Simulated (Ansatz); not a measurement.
Gas-phase electronic energies from Ansatz, PBE0-D4/def2-TZVP geometries. CCSD(T)/CBS is the MP2 limit (def2-TZVPP, def2-QZVPP) plus CCSD(T) − MP2 in def2-TZVPP, frozen cores. This one scheme is used for every species. Functionals use def2-TZVPP. B3LYP here is the variant with VWN-RPA as its local correlation; programs differ in this. For Zn outer-core shells are correlated without core-valence functions, which leaves a few kJ/mol of doubt a bond. Scalar relativity is left out up to krypton. One conformer a species, not always the lowest.

Reaction (formal exchange of groups at a B–Zn bond): `[NH2][Zn][B](F)Cl` + `NS` → `NB(F)Cl` + `[NH2][Zn][SH]`

(1) Is it downhill or uphill in electronic energy at CCSD(T)/CBS, and by how much? (Estimate.)

(2) What do these levels give: B97M-V, B3LYP-D4, r2SCAN0-D4, ωB97X-V, B2PLYP, PBE, r2SCAN, PBE0, LC-ωPBE, HF/def2-QZVPP, MP2/CBS(def2), CCSD/CBS(def2)? (An estimate is asked.)

Largest T1 diagnostic among the species: 0.015.

## Answers

(1) The calculation gave: Downhill: ΔE = -329.9 kJ/mol.

(2) Computed: B97M-V -331.4, B3LYP-D4 -320.1, r2SCAN0-D4 -337.1, ωB97X-V -320.2, B2PLYP -326.6, PBE -306.5, r2SCAN -327.6, PBE0 -322.8, LC-ωPBE -323.2, HF/def2-QZVPP -352.0, MP2/CBS(def2) -339.2, CCSD/CBS(def2) -333.6 kJ/mol.

From PBE to PBE0 (25 % exact exchange), in def2-TZVPP and without D4, ΔE moves by −16.3 kJ/mol. At CCSD(T), def2-SVP lies −9.1 kJ/mol from the extrapolated value and def2-TZVPP +2.3 kJ/mol.
